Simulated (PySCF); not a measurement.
**Correlation energy of Cu (copper, neutral)**

[Ar] 3d10 4d1, 2D determinant (an excited configuration). All numbers are calculated (PySCF 2.14, scalar relativity through the core potential, in aug-cc-pVQZ-PP with ECP10MDF (7s7p6d4f3g2h, 135 functions)). Frozen: 3s2 3p6; 11 electrons correlated.

MP2 pair energies summed by pair of shells (mhartree):

```json
{"pair": "3d-3d", "energy": "-521.56", "share (%)": "99.6"}
{"pair": "3d-4d", "energy": "-2.28", "share (%)": "0.4"}
```

Total MP2 correlation energy: -523.85 mhartree.

Same-spin part -186.65 and opposite-spin part -337.20 mhartree; SCS-MP2 scales them by 1/3 and 6/5 to -466.85 mhartree.
